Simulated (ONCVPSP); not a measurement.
Which change was made? (Cs, ONCV)

```json
{
 "Element": "caesium",
 "Generator": "ONCVPSP 4.0.1",
 "Type": "optimised norm-conserving Vanderbilt (ONCV)",
 "Functional": "PBEsol",
 "Relativity": "scalar-relativistic",
 "Frozen core": "[Kr] 4d10",
 "Valence charge": "9",
 "Reference configuration": "5s2 5p6 6s1",
 "Partial waves": "5s+6s: rc 2.90 bohr, ncon 3, nbas 6, qcut 3.8 1/bohr, 2 projectors; 5p: rc 2.30 bohr, ncon 3, nbas 6, qcut 3.6 1/bohr, 2 projectors, debl 1.1 Ha; d scattering state at 0.07 Ha: rc 2.65 bohr, ncon 3, nbas 6, qcut 3.1 1/bohr, 2 projectors, debl 2.9 Ha",
 "Local potential": "polynomial inside 2.05 bohr (lpopt 5, dvloc0 2 Ha)",
 "Core correction": "none"
}
```

In the d channel the program set the typed energies aside and used 0.050, 2.950 Ha.

Cutoffs, loose and tight: the cutoffs (Ha) at which the residual kinetic energy of the hardest occupied pseudo-wave falls to 1 and 0.1 mHa per electron. They do not see the model core or the augmentation charge, which bear on the density cutoff. Test errors are all-electron minus pseudo excitation energies from the reference, over the configurations 5s2 5p6 6s0; 5s2 5p6 6s0.5; 5s2 5p6 6s0 6p1; 5s2 5p5 6s1; variants that change the core or the reference have their own tests.

The base gives: outcome: generated, projector energies reset by the program; cutoff, loose: 4.3 Ha; cutoff, tight: 19 Ha; bound ghosts: none; GHOST(+) flags above zero: p; largest test error (meV): -10.

**Question.** After one change the result is: outcome: generated, projector energies reset by the program; cutoff, loose: 7.9 Ha; cutoff, tight: 10 Ha; bound ghosts: none; GHOST(+) flags above zero: s; largest test error (meV): -11. Which change was it?
A. s: qcut 5.1; p: qcut 4.8; d: qcut 4.1
B. functional LDA (Perdew-Wang 92)
C. all radii scaled by about 1.29 (s 3.74, p 2.96, d 3.42 bohr); local potential polynomial inside 2.64 bohr (lpopt 5, dvloc0 2 Ha)

**Answer.** A. The others give: functional LDA (Perdew-Wang 92) → outcome: generated, projector energies reset by the program; cutoff, loose: 4.2 Ha; cutoff, tight: 19 Ha; bound ghosts: none; GHOST(+) flags above zero: p; largest test error (meV): -1.3 | all radii scaled by about 1.29 (s 3.74, p 2.96, d 3.42 bohr); local potential polynomial inside 2.64 bohr (lpopt 5, dvloc0 2 Ha) → outcome: generated, projector energies reset by the program; cutoff, loose: 3.9 Ha; cutoff, tight: 4.8 Ha; bound ghosts: none; GHOST(+) flags above zero: none; largest test error (meV): -18.
